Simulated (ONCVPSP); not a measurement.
## Before and after: ONCV potential for Sb

ONCVPSP 4.0.1 input, shortened (lines: element, Z, core and valence counts, functional; n l f; lmax; l rc ep ncon nbas qcut; lloc lpopt rc5 dvloc0; l nproj debl; icmod fcfact rcfact), PBEsol, non-relativistic:

```
  Sb 51.00    8    3  -116133      upf
    1    0    2.00
    2    0    2.00
    2    1    6.00
    3    0    2.00
    3    1    6.00
    3    2   10.00
    4    0    2.00
    4    1    6.00
    4    2   10.00
    5    0    2.00
    5    1    3.00
    2
    0    2.05    0.00    4    8    3.50
    1    2.35    0.00    4    7    3.80
    2    1.25    0.00    4    9   11.70
    4    5    1.05    4.00
    0    2    2.10
    1    2    1.90
    2    2    1.10
    1    0.20    0.00
```

In the d channel the program set the typed energies aside and used -1.293, 0.250 Ha.

Change: s: qcut 2.2; p: qcut 2.4; d: qcut 7.3.

Cutoffs: the cutoffs (Ha) at which the residual kinetic energy of the hardest occupied pseudo-wave falls to 1 and 0.1 mHa per electron; they do not see the model core or the augmentation charge, which bear on the density cutoff. Errors are all-electron minus pseudo energies relative to the spin-unpolarised reference configuration.

Task: How do hardness, ghosts and transferability respond?

Result: The potential gets harder (48 Ha and 56 Ha → 177 Ha and 206 Ha); both files keep a bound ghost (s); of the 4 tests that both files solve, the error grows in 4 and shrinks in 0 by more than 15 % and 0.3 meV (median size 2.4 → 6.9 meV).

```csv
quantity,base,changed
"cutoff, loose",48 Ha,177 Ha
"cutoff, tight",56 Ha,206 Ha
loose cutoff by channel,"s 6.4 Ha, p 5.8 Ha, d 48 Ha","s 35 Ha, p 11 Ha, d 177 Ha"
bound ghosts,s,s
GHOST(+) flags under 300 eV,p at 25.7 eV,p at 29.3 eV
"error for 4d10 5s2 5p2, meV [ΔE 8.40 eV]",+0.1,-1.5
"error for 4d10 5s2 5p1, meV [ΔE 24.40 eV]",-0.4,-4.1
"error for 4d10 5s2 5p0, meV [ΔE 48.76 eV]",-4.4,-15
"error for 4d10 5s0 5p5, meV [ΔE 14.36 eV]",-6.4,-9.7
s: phases at 2.08 bohr within 0.05 rad from the reference energy up to (Ha; the scan ends near 5),3.6,3.7
p: phases at 2.38 bohr within 0.05 rad from the reference energy up to (Ha; the scan ends near 5),0.9,1.1
d: phases at 1.27 bohr within 0.05 rad from the reference energy up to (Ha; the scan ends near 5),to the end of the scan,to the end of the scan
"rms error of d²Exc/dni dnj with the model core, mHa",1.86,1.95
```

 A true bound ghost makes a file unfit for plane-wave use even where its test errors are small: the radial tests pick states by their node count and pass the ghost by.
